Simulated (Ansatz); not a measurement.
`[NH2][GeH2][CH]=[Se]`, 9 atoms. Charge 0, multiplicity 1. Correlated methods include outer-core shells of Ge, Se, which these sets cover unevenly. Scalar relativity is left out up to krypton. All runs use 4 threads of an AMD EPYC 9R45 on a shared host. Correlated methods freeze the cores.

(1) How many basis functions does each run have, and how long does it take in Ansatz? RKS PBE0-D4/def2-TZVP frequencies; RKS HSE06 (plane-wave form)-D4/def2-TZVPP energy; RHF-CCSD(T)/def2-TZVPP energy; RKS PBE-D4/def2-TZVPP energy and forces; RKS ωB97M-V/def2-SVP energy; RKS B97M-V/def2-TZVPP energy; RHF-CCSD(T)/def2-SVP energy; RKS SPW92 (LDA)/def2-TZVPP energy; RKS ωB97M-V/def2-QZVPP energy; RKS PBE0-D4/def2-SVP energy; RKS PBE0-D4/def2-TZVP relaxation (16 steps); RKS PBE0-D4/def2-QZVPP energy. (Estimate.)

Results:

(1) The calculation gave: Other jobs shared the machine, so times are rough.

| level | job | functions | wall time | peak host memory (GiB) |
| --- | --- | --- | --- | --- |
| RKS PBE0-D4/def2-SVP | energy | 117 | 0.6 s | 0.43 |
| RKS SPW92 (LDA)/def2-TZVPP | energy | 228 | 0.6 s | 0.32 |
| RKS PBE-D4/def2-TZVPP | energy and forces | 228 | 1.1 s | 0.33 |
| RKS HSE06 (plane-wave form)-D4/def2-TZVPP | energy | 228 | 1.4 s | 0.8 |
| RKS ωB97M-V/def2-SVP | energy | 117 | 1.8 s | 0.43 |
| RKS B97M-V/def2-TZVPP | energy | 228 | 2.8 s | 0.41 |
| RKS PBE0-D4/def2-QZVPP | energy | 442 | 3.5 s | 1.9 |
| RHF-CCSD(T)/def2-SVP | energy | 117 | 3.7 s | 0.64 |
| RKS ωB97M-V/def2-QZVPP | energy | 442 | 7 s | 2.2 |
| RKS PBE0-D4/def2-TZVP | relaxation (16 steps) | 188 | 23 s | 0.62 |
| RHF-CCSD(T)/def2-TZVPP | energy | 228 | 53 s | 4 |
| RKS PBE0-D4/def2-TZVP | frequencies | 188 | 55 s | 0.62 |
